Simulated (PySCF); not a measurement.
Computed shifts of a molecule C3H6OSe, B3LYP/pcSseg-1 run with PySCF, GIAO, gas phase, equivalent atoms averaged, in ppm (number of nuclei): ¹³C: 209.4 (1), 31.0 (1), 23.9 (1). ¹H: 10.86 (1), 3.05 (1), 2.90 (1), 1.71 (3). References: ¹³C against TMS (σ = 181.3 ppm); ⁷⁷Se against Me2Se (σ = 1647.9 ppm); ¹⁷O against H2O (σ = 333.8 ppm); ¹H against TMS (σ = 31.68 ppm), references at their B3LYP-D3(BJ)/def2-TZVP geometries, non-relativistic. Coordinates come from a PBE0-D3(BJ)/def2-SVP optimisation. Other conformers were not sampled.

Problem. Identify the compound among the candidates.
A) C[C@@H]1OC[Se]1
B) CC[Se]C=O
C) C[Se]CC=O
D) OC1C[Se]C1

Solution. B, CC[Se]C=O
